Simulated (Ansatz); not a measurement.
**Ligand exchange: C2H7BO + C5H10S → C2H7BS + C5H10O**

Species: C2H7BO `CCBO`, singlet; C5H10S (cyclopentanethiol) `SC1CCCC1`, singlet; C2H7BS `CCBS`, singlet; C5H10O (cyclopentanol) `OC1CCCC1`, singlet. The partners trade OH for SH: B–OH and C–SH bonds give way to B–SH and C–OH.

Shapes, held fixed at every level: PBE0-D4/def2-TZVP. Flexible molecules stand in one conformer, not always the lowest. Programs: Ansatz 0.2.0. The zero-point and thermal change to 298 K, harmonic and unscaled (PBE0-D4/def2-TZVP), is -0.7 kJ/mol.

| level | kind | ΔH(298 K) (kJ/mol) | less CCSD(T)/CBS estimate |
| --- | --- | --- | --- |
| HF/def2-TZVPP | Hartree–Fock | +78.3 | +1.1 |
| SPW92/def2-TZVPP | LDA | +67.0 | -10.2 |
| PBE-D4/def2-TZVPP | GGA | +68.1 | -9.1 |
| r2SCAN0-D4/def2-TZVPP | global hybrid | +72.1 | -5.1 |
| wB97M-V/def2-TZVPP | range-separated hybrid | +75.8 | -1.4 |
| CCSD/def2-TZVPP | coupled cluster or CI | +76.1 | -1.1 |
| CCSD(T)/CBS estimate | coupled cluster or CI | +77.2 | 0.0 |

The highest level, CCSD(T)/CBS estimate, gives ΔH(298 K) = +77.2 kJ/mol; the levels span +67.0 to +78.3. The column of differences is taken from that level and isn't an error. No measured value is set beside it here. The CBS estimate extrapolates MP2 from def2-TZVPP and def2-QZVPP and adds CCSD(T) − MP2 in the triple-zeta set, cores frozen.
